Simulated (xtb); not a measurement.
H₅O₆Si₂, SMILES O[Si](O)O[Si](O)(O)O (connectivity only; charge and spin as stated), charge +1, multiplicity 1. All values are semi-empirical tight-binding results from xtb (GFN2-xTB unless named), good for trends rather than for accurate numbers. Geometry optimised at GFN2-xTB. The spin state was assumed, not searched. The isomer is the one that the SMILES or the coordinates give; other isomers of the formula were not compared. One conformer was computed; it need not be the lowest.

**Question.** Estimate the properties. (Estimate from the structure and the level; the computed values follow.)

**Answer.** 
```json
{
 "orbital_gap": "6.36 eV",
 "zero_point_energy": "46.3 kcal/mol",
 "G − E(el) at 298.15 K (modified RRHO)": "22.6 kcal/mol",
 "static polarisability (D4 model)": "96.1 bohr³",
 "solvation energy, GFN2-xTB/ALPB(water)": "-66.0 kcal/mol",
 "solvation energy, GFN2-xTB/ALPB(thf)": "-62.5 kcal/mol"
}
```
